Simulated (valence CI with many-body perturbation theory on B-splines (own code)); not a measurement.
## Sb⁴⁴⁺: key properties

Level of theory: relativistic CI+MBPT: five valence electrons over a frozen Dirac-Fock core [He], radial functions for each j: 9 s, 9 p, 8 d, 6 f, 3 g, 1 h, with the one-electron correlation potential Σ1, the two-electron term Σ2, the three-electron term Σ3, Breit, model QED; selected CI, second order for the rest (own B-spline code, finite nucleus).

No measured spectrum was set against this ion. As an estimate, large intervals hold to a few tenths of a per cent, small ones and those within an open d or f shell to about a per cent. Among the levels kept, up to 1400 cm⁻¹ of a level comes from second order outside the variational space, and about a tenth of that is noise between levels of different J, which matters for small intervals.

Levels are named by their leading jj configuration (3d3/2^4 stands for four electrons in 3d with j = 3/2), which in mixed levels can hold well under half, so a name can repeat and another be missing.

Rates and lifetimes use the calculated energies. Strong lines usually hold to 10 to 20 %, long lifetimes can be off by a factor of two.

(1) What is the ground level?

(2) What are the static dipole polarisabilities of the lowest levels?

(3) Among levels below 4720.2 eV, which E1 lines absorb most strongly from the ground level?

(4) Where does the other parity begin?

(5) Name the longest-lived excited levels whose lifetime is computed, and their main decay.

Results:

(1) (2s^2 2p1/2^2 2p3/2) J=3/2, composition 46 % 2s²2p³ ²P° + 29 % 2s²2p³ ⁴S° + 26 % 2s²2p³ ²D°, g = 1.372.

(2) (2s^2 2p1/2^2 2p3/2) J=3/2 0.000497 (tensor 9.3e-05) bohr³, of which the core gives 1.18e-06.

(3) to (2s^2 2p1/2 2p3/2 3d3/2) J=5/2 at 0.2739 nm, f = 0.591; to (2s^2 2p1/2^2 3d5/2) J=5/2 at 0.2895 nm, f = 0.522; to (2s^2 2p1/2 2p3/2 3d3/2) J=3/2 at 0.2736 nm, f = 0.276.

(4) At (2s 2p1/2^2 2p3/2^2) J=5/2, 448.4 eV.

(5) (2s^2 2p1/2 2p3/2^2) J=5/2 at 266.1 eV lives 37.0 ns, mostly by M1 to (2s^2 2p1/2^2 2p3/2) J=3/2; (2s^2 2p1/2 2p3/2^2) J=1/2 at 294.6 eV lives 9.17 ns, mostly by M1 to (2s^2 2p1/2^2 2p3/2) J=3/2; (2s^2 2p1/2 2p3/2^2) J=3/2 at 247.0 eV lives 6.43 ns, mostly by M1 to (2s^2 2p1/2^2 2p3/2) J=3/2.
